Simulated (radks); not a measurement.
Sr II, configuration [Ar] 3d10 4s2 4p5 5s1 6s1 (not the ground configuration). Calculated with a radial shooting solver on a logarithmic mesh with Libxc functionals: Dirac Kohn-Sham, PBE, spin-unpolarised, spherical densities, finite nucleus; open shells fill j = l - 1/2 first; Fermi nuclear charge, rms radius 4.224 fm. Some entries of the table are withheld. Estimate them.

orbital  occ.  eigenvalue (eV)  <r> (bohr)
1s1/2       2        -15948.19     0.03916
2s1/2       2        -2174.096      0.1722
2p1/2       2        -1980.130         (1)
2p3/2       4        -1911.715         (2)
3s1/2       2        -350.6877      0.4917
3p1/2       2              (3)      0.4911
3p3/2       4              (4)      0.5016
3d3/2       4        -146.0989         (5)
3d5/2       6        -144.2655         (6)
4s1/2       2         -56.2163       1.331
4p1/2       2         -38.3769       1.489
4p3/2       3         -37.1143       1.518
5s1/2       1         -11.9966         (7)
6s1/2       1              (8)       7.420

Answer. 
(1) 2p1/2 <r> (bohr): 0.1475
(2) 2p3/2 <r> (bohr): 0.1516
(3) 3p1/2 eigenvalue (eV): -280.2344
(4) 3p3/2 eigenvalue (eV): -269.7392
(5) 3d3/2 <r> (bohr): 0.4955
(6) 3d5/2 <r> (bohr): 0.4992
(7) 5s1/2 <r> (bohr): 3.440
(8) 6s1/2 eigenvalue (eV): -4.5290
